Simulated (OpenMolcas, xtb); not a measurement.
A ladder of methods for CH3BClFO (methoxychlorofluoroborane)

CH3BClFO has 8 atoms, charge 0, and is taken as a singlet. As SMILES, `COB(F)Cl`. The coordinates come from a PBE0-D4/def2-TZVP relaxation. This is one conformer, not always the lowest.

```
atom    x (Å)    y (Å)    z (Å)
   C   0.6620  -0.4154   0.8046
   O  -0.1223  -0.6545  -0.3475
   B  -0.7824   0.2649  -1.0514
   F  -1.4666  -0.1299  -2.1088
  Cl  -0.8018   1.9856  -0.6585
   H   1.7006  -0.6588   0.5760
   H   0.3089  -1.0728   1.5997
   H   0.5937   0.6237   1.1300
```

Each level gives the dipole moment (D). The values are calculated.

```csv
level,kind,program,value (D),CPU time
GFN0-xTB,semi-empirical,xtb,2.58,under 2 s
HF/cc-pVDZ,Hartree–Fock,OpenMolcas,2.66,13 s
SVWN5/cc-pVDZ,LDA,OpenMolcas,2.35,38 s
BLYP/cc-pVDZ,GGA,OpenMolcas,2.27,48 s
r2SCAN/cc-pVDZ,meta-GGA,OpenMolcas,2.40,64 s
BHLYP/cc-pVDZ,global hybrid,OpenMolcas,2.52,47 s
M06-2X/cc-pVDZ,hybrid meta-GGA,OpenMolcas,2.47,65 s
```

The values span 2.27 to 2.66 D. Magnitudes only. CPU times are rough (shared hosts, several kinds of processor and program).
